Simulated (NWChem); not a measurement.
# C$_{2}$H$_{4}$O$_{2}$Si; SMILES O1C([SiH2]C1)=O

```xyz
9

O      0.4819    -2.0320     0.0000
C      0.1456    -0.8810     0.0000
O     -1.1801    -0.4575     0.0000
C     -1.0991     1.0081     0.0000
Si     0.8177     0.9603     0.0000
H     -1.5979     1.4126    -0.9038
H     -1.5979     1.4126     0.9038
H      1.5272     1.4420     1.2328
H      1.5272     1.4420    -1.2328
```
Atoms are numbered in this order, from 1.

Computed with NWChem. Coordinates come from a PBE-D3(BJ)/def2-SVP optimisation. Ions are spin-unrestricted doublets at the neutral geometry; other ion states weren't tried.

Problem. Order these by “vertical ionisation energy, ΔSCF (eV)”, lowest first: M06-2X/def2-SVP; r2SCAN/def2-SVP; Hartree-Fock/def2-SVP; PBE/def2-SVP.

Solution. Hartree-Fock/def2-SVP (8.86), PBE/def2-SVP (9.61), r2SCAN/def2-SVP (9.75), M06-2X/def2-SVP (10.04)
